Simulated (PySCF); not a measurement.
Isomers of C7H15As, mass 174.039 u with the commonest isotopes. Method: PBE0-D3(BJ)/def2-SVP geometry optimisation, gas phase (PySCF). One conformer each, none proved a minimum here; rigid rotors.

**Question.** Order these by rotational constant C, smallest first.
A. `[CH2:1]=[C:2]([CH3:3])[C@H:4]([AsH2:5])[CH2:6][CH2:7][CH3:8]` with C1–C2–C4–As5 -110°, C2–C4–As5–H 152° and 59°, C2–C4–C6–C7 -172°, C4–C6–C7–C8 176°
B. `[CH2:1]=[CH:2][CH2:3][As:4]([CH3:5])[CH:6]([CH3:7])[CH3:8]` with C1–C2–C3–As4 100°, C2–C3–As4–C5 -57°, C3–As4–C6–C7 66°
C. `[CH3:1][CH2:2][CH:3]1[CH2:4][CH2:5][AsH:6][CH2:7][CH2:8]1` with C1–C2–C3–C4 -169°, C2–C3–C4–C5 173°, C3–C4–C5–As6 65°, C4–C5–As6–C7 -57°, C5–As6–C7–C8 57°

**Answer.** C (626.3 MHz), A (659.2 MHz), B (912.2 MHz).

**Question.** Order these by rotational constant A, smallest first.
A. `[CH3:1][CH2:2][CH:3]1[CH2:4][CH2:5][AsH:6][CH2:7][CH2:8]1` with C1–C2–C3–C4 -169°, C2–C3–C4–C5 173°, C3–C4–C5–As6 65°, C4–C5–As6–C7 -57°, C5–As6–C7–C8 57°
B. `[CH2:1]=[CH:2][CH2:3][As:4]([CH3:5])[CH:6]([CH3:7])[CH3:8]` with C1–C2–C3–As4 100°, C2–C3–As4–C5 -57°, C3–As4–C6–C7 66°
C. `[CH2:1]=[C:2]([CH3:3])[C@H:4]([AsH2:5])[CH2:6][CH2:7][CH3:8]` with C1–C2–C4–As5 -110°, C2–C4–As5–H 152° and 59°, C2–C4–C6–C7 -172°, C4–C6–C7–C8 176°

**Answer.** C (1386 MHz), B (1804 MHz), A (3283 MHz).

**Question.** Order these by rotational constant B, smallest first.
A. `[CH2:1]=[CH:2][CH2:3][As:4]([CH3:5])[CH:6]([CH3:7])[CH3:8]` with C1–C2–C3–As4 100°, C2–C3–As4–C5 -57°, C3–As4–C6–C7 66°
B. `[CH2:1]=[C:2]([CH3:3])[C@H:4]([AsH2:5])[CH2:6][CH2:7][CH3:8]` with C1–C2–C4–As5 -110°, C2–C4–As5–H 152° and 59°, C2–C4–C6–C7 -172°, C4–C6–C7–C8 176°
C. `[CH3:1][CH2:2][CH:3]1[CH2:4][CH2:5][AsH:6][CH2:7][CH2:8]1` with C1–C2–C3–C4 -169°, C2–C3–C4–C5 173°, C3–C4–C5–As6 65°, C4–C5–As6–C7 -57°, C5–As6–C7–C8 57°

**Answer.** C (718.6 MHz), B (950.4 MHz), A (1064 MHz).

```
                SMILES  point group  Ia (u·Å²)  Ib (u·Å²)  Ic (u·Å²)      κ  μa (D)  μb (D)  μc (D)
        CCC1CC[AsH]CC1           C1     153.93     703.26     806.89  -0.93    1.10    0.10    0.72
      C=CC[As](C)C(C)C           C1     280.10     475.19     554.01  -0.66    0.04    0.49    0.64
C=C(C)[C@H]([AsH2])CCC           C1     364.63     531.73     766.71  -0.20    0.59    0.63    0.23
```
